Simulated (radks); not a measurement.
Cr3+, 21 electrons, occupied as [Ar] 3d1.5 4p1.5 (fractional occupations, a model configuration).

Method: scalar-relativistic Kohn-Sham, SCAN, spin-unpolarised, spherical densities, finite nucleus; meta-GGA in the generalised Kohn-Sham scheme; Fermi nuclear charge, rms radius 3.6452 fm; computed with a radial shooting solver on a logarithmic mesh with Libxc functionals.

Energy parts (hartree):
| part | energy |
|---|---|
| total | -1047.73391 |
| kinetic | 1058.52621 |
| electron-nucleus | -2459.54104 |
| Hartree | 400.45736 |
| exchange-correlation | -47.17645 |

Orbitals (lengths in bohr, moments of r in powers of bohr; r(max) is where P^2 peaks):
orbital  occ.  eigenvalue (hartree)   <1/r>      <r>     <r^2>   r(max)
1s          2             -218.9731   23.87  0.06358  0.005438  0.04162
2s          2             -26.95685   5.071   0.2923    0.1010   0.2431
2p          6             -22.93834   4.954   0.2596   0.08294   0.1979
3s          2              -4.74935   1.619   0.8702    0.8679   0.7655
3p          6              -3.61827   1.500   0.9104    0.9659   0.7806
3d        1.5              -1.87309   1.248    1.011     1.252   0.7603
4p        1.5              -0.97597  0.5023    2.601     7.603    2.361

The highest occupied level is 4p at -26.558 eV. The electron density at the nucleus is 1.15e+04 e/bohr^3 (large components only).
